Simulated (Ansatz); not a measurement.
```yaml
crystal:
  periodic: [false, false, false]
  atoms:
    - {symbol: C, position_ang: [-0.963990, 0.738383, -1.241439]}
    - {symbol: N, position_ang: [0.270549, 0.155157, -0.779696]}
    - {symbol: C, position_ang: [0.445250, -0.308405, 0.451635]}
    - {symbol: C, position_ang: [1.380270, -0.884709, 1.261861]}
    - {symbol: B, position_ang: [0.074160, -0.651533, 1.845787]}
    - {symbol: H, position_ang: [-1.345772, 0.218305, -2.124994]}
    - {symbol: H, position_ang: [-1.700624, 0.649244, -0.444226]}
    - {symbol: H, position_ang: [-0.845839, 1.798849, -1.486050]}
    - {symbol: H, position_ang: [1.045850, 0.129250, -1.422043]}
    - {symbol: H, position_ang: [2.410499, -1.208769, 1.223172]}
    - {symbol: H, position_ang: [-0.704955, -0.692571, 2.736492]}
basis:
  gaussian: {orbitals: def2-TZVP, point_charges: [{charge: 1.00, position_ang: [5.021, 0.021, 0.544]}]}
hamiltonian: {xc: {name: CCSD(T)}}
accuracy: high
```

```sh
$ ansatz run in.yaml --threads 2 --pin off --events-out ev --progress --plain --max-ram 4352MiB
```

**Question.** How does Ansatz answer? (Estimate.)

**Answer.** The calculation gave: The input was rejected before any iteration.
```
Error: YAML parse error: error: line 17 column 19: hamiltonian.xc: no functional is named "CCSD(T)"; the names, which are not case-sensitive, are SVWN5, SPW92, PBE, PBE0, PBEsol, revPBE, revPBE0, RPBE, rPW86-PBE, HSE06, wPBEh, LC-wPBE, HISS, HF, BLYP, B3LYP, B3LYP5, BHLYP, CAM-B3LYP, r2SCAN, r2SCANh, r2SCAN0, r2SCAN50, m-r2SCAN, B97, wB97, wB97X, wB97X-V, B97M-V, wB97M-V, B2PLYP, B2GP-PLYP, PBE0-DH, PBE-QIDH
  --> <input>:17:19
   |
15 | basis:
16 |   gaussian: {orbitals: def2-TZVP, point_charges: [{charge: 1.00, position_ang: [5.0…
17 | hamiltonian: {xc: {name: CCSD(T)}}
   |                   ^ hamiltonian.xc: no functional is named "CCSD(T)"; the names, which are not case-sensitive, are SVWN5, SPW92, PBE, PBE0, PBEsol, revPBE, revPBE0, RPBE, rPW86-PBE, HSE06, wPBEh, LC-wPBE, HISS, HF, BLYP, B3LYP, B3LYP5, BHLYP, CAM-B3LYP, r2SCAN, r2SCANh, r2SCAN0, r2SCAN50, m-r2SCAN, B97, wB97, wB97X, wB97X-V, B97M-V, wB97M-V, B2PLYP, B2GP-PLYP, PBE0-DH, PBE-QIDH
18 | accuracy: high
   |
```

HSE06 is defined as in plane-wave codes.
